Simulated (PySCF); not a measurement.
A calculated (r2SCAN, PySCF 2.14, x2c-SVPall, scalar relativity by spin-free X2C-1e) atom or ion has these occupied shells.

| shell | electrons | orbital energy (eV) | rms radius, mean of both spins (bohr) |
| --- | --- | --- | --- |
| 1s α | 1 | -13334.7 | 0.0493 |
| 1s β | 1 | -13334.6 | 0.0493 |
| 2s α | 1 | -1745.2 | 0.205 |
| 2s β | 1 | -1745.1 | 0.205 |
| 2p α | 3 | -1537.7 | 0.183 |
| 2p β | 3 | -1537.6 | 0.183 |
| 3s α | 1 | -243.92 | 0.590 |
| 3s β | 1 | -243.84 | 0.590 |
| 3p α | 3 | -177.51 | 0.609 |
| 3p β | 3 | -177.42 | 0.609 |
| 3d α | 5 | -67.968 | 0.658 |
| 3d β | 5 | -67.836 | 0.658 |
| 4s α | 1 | -21.191 | 1.81 |
| 4s β | 1 | -19.859 | 1.81 |
| 4p α | 3 | -8.418 | 2.23 |
| 4p β | 2 | -7.498 | 2.23 |

(1) Name the element and its charge.

Results:

(1) Br (bromine, neutral), in [Ar] 3d10 4s2 4p5, 2P determinant.
